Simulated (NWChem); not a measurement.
Species: thiourea (CH₄N₂S); SMILES NC(N)=S

```xyz
8

N     -0.0610     1.1480    -1.0486
C      0.0000     0.0000    -0.3075
N      0.0610    -1.1480    -1.0486
S      0.0000     0.0000     1.3669
H      0.3214     1.1522    -1.9869
H      0.0513     2.0051    -0.5258
H     -0.3214    -1.1522    -1.9869
H     -0.0513    -2.0051    -0.5258
```
Atoms are numbered in this order, from 1.

Results from NWChem. Geometry: optimised at B3LYP/6-31G* (spherical d). Atomic charges in e: unrestrained fits to the electrostatic potential beside Mulliken populations; buried atoms are poorly determined by the fit.

Problem. Predict the results for B3LYP/def2-SVP. Quantities: ESP N1; Mulliken N1; ESP C2; Mulliken C2; ESP N3; Mulliken N3; ESP S4; Mulliken S4; relative RMS misfit of the potential (%).

Solution. The ESP N1 is -0.65. The Mulliken N1 is -0.08, the ESP C2 is 0.48 and the Mulliken C2 comes out as -0.04. The ESP N3 is -0.65, the Mulliken N3 comes out as -0.08 and the ESP S4 is -0.45. The Mulliken S4 comes out as -0.29 and the relative RMS misfit of the potential (%) is 22.
